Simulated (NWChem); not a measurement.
System meant: SiPH4, doublet; SMILES [SiH3][PH]

Input file for NWChem:

```
start job
memory heap 200 mb stack 700 mb global 900 mb
geometry units angstroms noautoz
  Si     0.029537     1.023528     0.001142
  P      0.081550    -1.237278     0.004284
  H     -0.695708     1.534618     1.206922
  H      1.426556     1.550042     0.016294
  H     -0.667664     1.530861    -1.222689
  H     -1.351680    -1.304413    -0.005614
end
basis spherical
  Si library def2-svp
  P library def2-svp
  H library def2-svp
end
dft
  odft
  mult 2
  xc pbe0
  iterations 4
  mulliken
end
task dft energy
```

End of the output:

```
     --------------------------
     Expectation value of S2:
     --------------------------
      <S2> =      0.7546 (Exact =     0.7500)

 center of mass
 --------------
 x =   0.04137826 y =  -0.13803898 z =   0.00002437

 moments of inertia (a.u.)
 ------------------
         314.010726717805           0.000000000000          -0.000000000000
           0.000000000000          28.452585032118          -0.000000000000
          -0.000000000000          -0.000000000000         321.215463679859

     Multipole analysis of the density
     ---------------------------------

     L   x y z        total         alpha         beta         nuclear
     -   - - -        -----         -----         ----         -------
     0   0 0 0     -0.000000    -17.000000    -16.000000     33.000000

     1   1 0 0     -0.240222     -0.135506     -0.104716      0.000000
     1   0 1 0      0.197196      1.107416     -0.910220      0.000000
     1   0 0 1      0.000087      0.000365     -0.000278      0.000000

     2   2 0 0    -21.693560    -20.158235    -19.047634     17.512308
     2   1 1 0      0.941356     -0.914636     -1.336068      3.192060
     2   1 0 1      0.000076      0.000185     -0.000045     -0.000064
     2   0 2 0    -23.173548    -97.573913    -91.307383    165.707748
     2   0 1 1      0.000069      0.002237     -0.002084     -0.000084
     2   0 0 2    -21.821661    -18.148847    -14.214251     10.541437

 ------------------------------------------------------------------------
 dft energy failed                                                                                  0
 ------------------------------------------------------------------------
 ------------------------------------------------------------------------
  current input line :
    23: task dft energy
 ------------------------------------------------------------------------
 ------------------------------------------------------------------------
 This type of error is most commonly associated with calculations not reaching convergence criteria
 ------------------------------------------------------------------------
 For more information see the NWChem manual at https://nwchemgit.github.io

0:dft energy failed:Received an Error in Communication
```

**Question.** What is wrong, and how is it mended?

**Answer.** Convergence was not reached. Cause: the SCF was allowed too few iterations. This input runs:
```
start job
memory heap 200 mb stack 700 mb global 900 mb
geometry units angstroms noautoz
  Si     0.029537     1.023528     0.001142
  P      0.081550    -1.237278     0.004284
  H     -0.695708     1.534618     1.206922
  H      1.426556     1.550042     0.016294
  H     -0.667664     1.530861    -1.222689
  H     -1.351680    -1.304413    -0.005614
end
basis spherical
  Si library def2-svp
  P library def2-svp
  H library def2-svp
end
dft
  odft
  mult 2
  xc pbe0
  iterations 150
  mulliken
end
task dft energy
```
It converges to -632.75027 Ha (PBE0/def2-SVP, spin-unrestricted).
